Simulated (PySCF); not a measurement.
# Correlation energy of Ti+ (titanium, charge +1)

Starting occupation: [Ar] 3d2 4s1, 3d5/2 with m_j = +3/2, +5/2, 4s1/2 with m_j = +1/2. Computed with PySCF 2.14 in x2c-TZVPall-2c (6s7p4d1f, 54 functions), with X2C-1e with screened-nucleus spin-orbit coupling, Gaussian nucleus. Frozen: [Ne]; 11 electrons correlated; the 6 highest virtual spinors left out.

MP2 pair energies summed by pair of shells (mhartree):

| pair | energy | share (%) |
| --- | --- | --- |
| 3p-3p | -115.57 | 50.6 |
| 3d-3p | -52.17 | 22.8 |
| 3p-3s | -22.92 | 10.0 |
| 3p-4s | -14.51 | 6.3 |
| 3d-3s | -7.79 | 3.4 |
| 3s-3s | -5.46 | 2.4 |
| 3d-4s | -5.28 | 2.3 |
| 3d-3d | -3.90 | 1.7 |
| 3s-4s | -0.94 | 0.4 |

Total MP2 correlation energy: -228.54 mhartree.

The GHF reference relaxed away from the jj start to a determinant that is no pure jj level (⟨S²⟩ = 3.75, ⟨J²⟩ = 24.75); the energies belong to that determinant.

This basis was not built for core-valence correlation, so the inner-shell part is incomplete.
